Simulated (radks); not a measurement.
Task: These are the eigenvalues of the occupied orbitals of an atom or ion with whole-number occupations (hartree). Calculated with a radial shooting solver on a logarithmic mesh with Libxc functionals: Dirac Kohn-Sham, Slater X-alpha with alpha = 0.877, spin-unpolarised, spherical densities, finite nucleus; Fermi nuclear charge, rms radius of each element as measured or else 0.836 A^(1/3) + 0.57 fm.

| orbital | eigenvalue |
|---|---|
| 1s1/2 | -50.71980 |
| 2s1/2 | -6.13294 |
| 2p1/2 | -4.99202 |
| 2p3/2 | -4.97802 |

Which element is it, and in what charge state? The configuration may be excited. Open shells, if any, fill j = l - 1/2 first.

Result: Z = 12, magnesium, charge +4: Mg4+ in [He] 2s2 2p4. The list shows which subshells hold electrons but not how many an open one holds; the 1s level, -50.72 hartree, gives Z - s = 10.1 by -(Z - s)^2/2, which with screening and relativity narrows Z to a few neighbours, and the depths of the outer levels then fix element, charge and occupations together.
